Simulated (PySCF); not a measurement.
H8N2OSi2, SMILES N[Si@@H](O)N[SiH3].

Geometry: B3LYP-D3(BJ)/def2-SVP. The structure was generated by enumeration; whether it is a known compound was not checked. The values are those of a single conformer.

Two levels are set side by side: TDA-PBE/def2-SVPD (PySCF) and TDA-M06-2X/def2-SVPD (PySCF). Vertical, same geometry. The lowest singlet is HOMO→LUMO 98 % with PBE and HOMO→LUMO 52 %, HOMO→LUMO+2 26 %, HOMO→LUMO+1 17 % with the other functional; states are paired by order. Differences are taken from unrounded values.

```
quantity                               TDA-M06-2X
-------------------------------------  ----------
lowest singlet excitation (eV)               6.75
lowest triplet excitation (TDA) (eV)         6.49
first bright state (f over 0.05) (eV)        7.01
its oscillator strength                      0.05
```

Question: What does TDA-PBE give, and how far is it from TDA-M06-2X? (An estimate is asked for; the answer gives what the named calculation found.)

Answer: 
```tsv
quantity	TDA-PBE	TDA-PBE minus TDA-M06-2X
lowest singlet excitation (eV)	5.68	-1.07
lowest triplet excitation (TDA) (eV)	5.50	-0.99
first bright state (f over 0.05) (eV)	5.86	-1.15
its oscillator strength	0.05	0.00
```

A lower first singlet is the usual sign of a functional without exact exchange. Differences between two approximate levels are no errors against the true value.

Rough cost on one machine, each run with all the roots and properties that it gave: TDA-M06-2X against TDA-PBE about 10 times.
